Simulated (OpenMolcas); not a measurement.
Computed levels of 4d in ions with 37 electrons, in cm-1 above ²D_3/2.

```json
{"Program": "OpenMolcas 26.06", "Method": "CASSCF", "Basis": "ANO-R2", "Scalar Hamiltonian": "X2C, finite nucleus", "Spin-orbit coupling": "RASSI with atomic mean-field integrals over the reference wave functions, term energies averaged over their components"}
```

Active space for each ion: 1 electron in 5 orbitals (4d).

| Level | Zr3+ | Nb4+ | Mo5+ | Ru7+ |
| --- | --- | --- | --- | --- |
| ²D_5/2 | 1286 | 1810 | 2538 | 4201 |

Problem. Estimate ²D_5/2 for Tc6+ from its neighbours Mo5+ and Ru7+.

Solution. ²D_5/2 is fine structure, which grows about as the fourth power of a screened charge, so the fourth roots are averaged: ((2538^0.25 + 4201^0.25) / 2)^4 = 3291. The calculation gives 3282, so the estimate is off by +0.3 %.

With one active electron the reference holds no correlation, so core polarisation is missing. Only configurations of the active space appear.
